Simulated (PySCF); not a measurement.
B(Cl)(Br)(vinyl) (C2H3BBrCl), SMILES ClB(Br)C=C.

Geometry: PBE0-D3(BJ)/def2-SVP. The structure was generated by enumeration, and PubChem lists no compound with its InChIKey, so it may never have been made. The values are those of a single conformer.

Two levels are set side by side: TDDFT-PBE/def2-SVPD (PySCF) and TDDFT-CAM-B3LYP/def2-SVPD (PySCF). Vertical, same geometry. The lowest singlet is HOMO→LUMO 100 % with PBE and HOMO−1→LUMO 97 % with the other functional; states are paired by order. Differences are taken from unrounded values.

```tsv
quantity	TDDFT-CAM-B3LYP
lowest singlet excitation (eV)	5.07
lowest triplet excitation (TDA) (eV)	3.57
first bright state (f over 0.05) (eV)	5.53
its oscillator strength	0.18
```

What does TDDFT-PBE give, and how far is it from TDDFT-CAM-B3LYP? (The exact figures need the calculation; the answer reports its results.)


| quantity | TDDFT-PBE | TDDFT-PBE minus TDDFT-CAM-B3LYP |
|---|---|---|
| lowest singlet excitation (eV) | 3.96 | -1.11 |
| lowest triplet excitation (TDA) (eV) | 3.50 | -0.07 |
| first bright state (f over 0.05) (eV) | 4.68 | -0.85 |
| its oscillator strength | 0.07 | -0.11 |

Functionals without exact exchange tend to place singlet excitations lower, as here. Differences between two approximate levels are no errors against the true value.

Rough cost on one machine, each run with all the roots and properties that it gave: TDDFT-CAM-B3LYP against TDDFT-PBE about 6 times.
